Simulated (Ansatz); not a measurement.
`[Cl][Mg][Cl]` and `[Cl][Mg][Br]` differ in one atom or group.

Ansatz, PBE0-D4/def2-TZVP geometries, multiplicity 1. 

Outer-core shells of Br, Mg are correlated without core-valence functions. Scalar relativity is left out up to krypton. Spin–orbit coupling is left out.

```
                                                                                  property  `[Cl][Mg][Cl]`
                                                       LUMO energy (B3LYP/def2-TZVPP) / eV           -2.09
                                                       HOMO–LUMO gap (PBE/def2-TZVPP) / eV            5.12
ideal-gas entropy at 298 K and 1 bar (rigid rotor, harmonic PBE0-D4/def2-TZVP) / J/(mol·K)             272
                                      vertical ionisation energy (CCSD(T)/def2-TZVPP) / eV           11.68
                                                   HOMO–LUMO gap (ωB97M-V/def2-TZVPP) / eV           10.92
                                                     HOMO energy (ωB97M-V/def2-TZVPP) / eV          -11.31
```

(1) What does the change do to each property? (Estimate.)

## Answers

(1) Computed: 
```
                                                                                  property  `[Cl][Mg][Br]`  shift
                                                       LUMO energy (B3LYP/def2-TZVPP) / eV           -2.11  -0.02
                                                       HOMO–LUMO gap (PBE/def2-TZVPP) / eV            4.74  -0.38
ideal-gas entropy at 298 K and 1 bar (rigid rotor, harmonic PBE0-D4/def2-TZVP) / J/(mol·K)             289     17
                                      vertical ionisation energy (CCSD(T)/def2-TZVPP) / eV           11.00  -0.68
                                                   HOMO–LUMO gap (ωB97M-V/def2-TZVPP) / eV           10.35  -0.57
                                                     HOMO energy (ωB97M-V/def2-TZVPP) / eV          -10.76   0.55
```

B3LYP here is the variant with VWN-RPA as its local correlation; programs differ in this.
